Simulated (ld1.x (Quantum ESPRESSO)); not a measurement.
**An all-electron radial function and its pseudo partner (Al)**

Columns: radius, all-electron u(r) and pseudo u(r) of the 3p shell (level -9.05 eV) of aluminium in the configuration [Ne] 3s2 3p0; PBE, scalar-relativistic, PAW scheme, ld1.x (Quantum ESPRESSO) 7.5.

```json
{"r (bohr)": "0.123", "all-electron": "0.1166", "pseudo": "-0.0058"}
{"r (bohr)": "0.245", "all-electron": "0.2287", "pseudo": "-0.0226"}
{"r (bohr)": "0.368", "all-electron": "0.2578", "pseudo": "-0.0500"}
{"r (bohr)": "0.490", "all-electron": "0.2223", "pseudo": "-0.0862"}
{"r (bohr)": "0.613", "all-electron": "0.1492", "pseudo": "-0.1300"}
{"r (bohr)": "0.735", "all-electron": "0.0593", "pseudo": "-0.1790"}
{"r (bohr)": "0.858", "all-electron": "-0.0366", "pseudo": "-0.2316"}
{"r (bohr)": "0.980", "all-electron": "-0.1297", "pseudo": "-0.2851"}
{"r (bohr)": "1.103", "all-electron": "-0.2176", "pseudo": "-0.3384"}
{"r (bohr)": "1.225", "all-electron": "-0.2965", "pseudo": "-0.3889"}
{"r (bohr)": "1.348", "all-electron": "-0.3670", "pseudo": "-0.4362"}
{"r (bohr)": "1.470", "all-electron": "-0.4277", "pseudo": "-0.4783"}
{"r (bohr)": "1.593", "all-electron": "-0.4799", "pseudo": "-0.5154"}
{"r (bohr)": "1.715", "all-electron": "-0.5231", "pseudo": "-0.5466"}
{"r (bohr)": "1.838", "all-electron": "-0.5583", "pseudo": "-0.5724"}
{"r (bohr)": "1.960", "all-electron": "-0.5850", "pseudo": "-0.5925"}
{"r (bohr)": "2.083", "all-electron": "-0.6044", "pseudo": "-0.6076"}
{"r (bohr)": "2.205", "all-electron": "-0.6167", "pseudo": "-0.6176"}
{"r (bohr)": "2.328", "all-electron": "-0.6227", "pseudo": "-0.6228"}
{"r (bohr)": "2.450", "all-electron": "-0.6232", "pseudo": "-0.6232"}
{"r (bohr)": "2.573", "all-electron": "-0.6188", "pseudo": "-0.6188"}
{"r (bohr)": "2.695", "all-electron": "-0.6103", "pseudo": "-0.6103"}
{"r (bohr)": "2.818", "all-electron": "-0.5984", "pseudo": "-0.5984"}
{"r (bohr)": "2.940", "all-electron": "-0.5837", "pseudo": "-0.5837"}
{"r (bohr)": "3.063", "all-electron": "-0.5668", "pseudo": "-0.5668"}
{"r (bohr)": "3.185", "all-electron": "-0.5483", "pseudo": "-0.5483"}
```

Question: How many radial nodes do the two functions have?

Answer: The all-electron 3p function has n − l − 1 = 1; the pseudo-wave has 0, since the states of the same l below it are removed with the core.

Question: At about which radius was the pseudo-wave matched?

Answer: 2.45 bohr. The columns agree to 0.0005 from 2.33 bohr on; several derivatives are matched, so the curves merge somewhat inside the radius.

Question: Is the pseudo-wave norm-conserving?

Answer: No, it belongs to a PAW set: the norm inside the radius is not constrained, and the difference is carried by the augmentation charge.
